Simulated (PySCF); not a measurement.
# Polarisability and C₆ of Mn(3+) (manganese, charge +3)

[Ar] 3d4, high-spin 5D determinant. Computed with PySCF 2.14 in dyall-av2z, with no relativity, point nucleus. Coupled (time-dependent) response in atomic units; α is the mean over directions. A double-zeta set is small for polarisabilities.

```tsv
method	mean α (bohr³)	α xx, yy, zz	C₆ (like pair)	S(−4)
UHF	1.723	1.663, 1.663, 1.844	4.174	0.8539
PBE	1.983	1.901, 1.901, 2.147	4.841	1.434
PBE0	1.890	1.816, 1.816, 2.038	4.602	1.203
```

S(−4) is the Cauchy moment in α(ω) = α(0) + S(−4) ω² + …

α(iu) at PBE:

| u (hartree) | α(iu) (bohr³) |
| --- | --- |
| 0 | 1.983 |
| 0.0500 | 1.980 |
| 0.100 | 1.969 |
| 0.200 | 1.929 |
| 0.300 | 1.869 |
| 0.500 | 1.717 |
| 0.750 | 1.518 |
| 1.00 | 1.336 |
| 1.50 | 1.041 |
| 2.00 | 0.8246 |
| 3.00 | 0.5475 |
| 5.00 | 0.2899 |

A single London oscillator, α(iu) = α/(1 + u²/ω²), gives C₆ = (3/4) ω α². Matching the computed C₆ needs ω = 4 × 4.841 / (3 × 1.983²) = 1.64 hartree.

For an ion, C₆ is the dispersion term alone; charge-induced terms of lower order in 1/R come first.

The components differ because the open shell of this determinant is not spherical; for a pure term their mean is the scalar polarisability.
